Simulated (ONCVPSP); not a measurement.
**germanium: one change to an ONCV potential, before and after**

* Element: Ge (Z = 32)
* Generator: ONCVPSP 4.0.1
* Type: optimised norm-conserving Vanderbilt (ONCV)
* Functional: PW91
* Relativity: scalar-relativistic
* Frozen core: [Ar]
* Valence charge: 14
* Reference configuration: 3d10 4s2 4p2
* Partial waves: 4s: rc 1.80 bohr, ncon 4, nbas 8, qcut 3.9 1/bohr, 1 projector; 4p: rc 2.00 bohr, ncon 4, nbas 8, qcut 4.8 1/bohr, 3 projectors, debl 1.3 Ha; 3d: rc 0.95 bohr, ncon 4, nbas 8, qcut 15.8 1/bohr, local
* Local potential: the d channel
* Core correction: none

All-electron outer shells of the reference configuration (PW91, scalar-relativistic, ld1.x):

```tsv
shell	level (eV)	outermost node (bohr)	outermost maximum (bohr)
3s	-168.48	0.26	0.54
3p	-115.67	0.23	0.54
3d	-29.39	–	0.50
4s	-11.80	0.77	1.75
4p	-3.94	0.82	2.22
```

Change: d: nproj 1; local potential polynomial inside 0.85 bohr (lpopt 5, dvloc0 1 Ha).

Cutoffs: the cutoffs (Ha) at which the residual kinetic energy of the hardest occupied pseudo-wave falls to 1 and 0.1 mHa per electron; they do not see the model core or the augmentation charge, which bear on the density cutoff. Errors are all-electron minus pseudo energies relative to the spin-unpolarised reference configuration.

Question: Predict the effect on cutoff, ghosts and configuration errors.

Answer: The potential gets neither clearly harder nor softer (106 Ha and 117 Ha → 106 Ha and 117 Ha); the bound ghosts move from p, s to s; of the 4 tests that both files solve, the error grows in 1 and shrinks in 2 by more than 15 % and 0.3 meV (median size 1.7 → 0.9 meV); the range in which the s phases agree widens (upper end 1.0 → 2.3); the range in which the d phases agree widens (upper end 2.3 → 3.4). In the separable form a ghost depends on how the local part lies against the semilocal potential of the channel, so the choice of the local part can create or remove one.

| quantity | base | changed |
| --- | --- | --- |
| cutoff, loose | 106 Ha | 106 Ha |
| cutoff, tight | 117 Ha | 117 Ha |
| bound ghosts | s, p | s |
| GHOST(+) flags under 300 eV | none | p at 131.2 eV |
| error for 3d10 4s2 4p1, meV [ΔE 7.50 eV] | -0.5 | -1.0 |
| error for 3d10 4s2 4p0, meV [ΔE 23.03 eV] | +2.9 | -0.9 |
| error for 3d10 4s1 4p0, meV [ΔE 57.93 eV] | +29 | +18 |
| error for 3d10 4s2 4p1.5, meV [ΔE 2.83 eV] | -0.3 | -0.4 |
| s: phases at 1.83 bohr within 0.05 rad from the reference energy up to (Ha; the scan ends near 5) | 1.0 | 2.3 |
| p: phases at 2.03 bohr within 0.05 rad from the reference energy up to (Ha; the scan ends near 5) | to the end of the scan | 4.0 |
| d: phases at 0.96 bohr within 0.05 rad from the reference energy up to (Ha; the scan ends near 5) | 2.3 | 3.4 |

 A true bound ghost makes a file unfit for plane-wave use even where its test errors are small: the radial tests pick states by their node count and pass the ghost by.
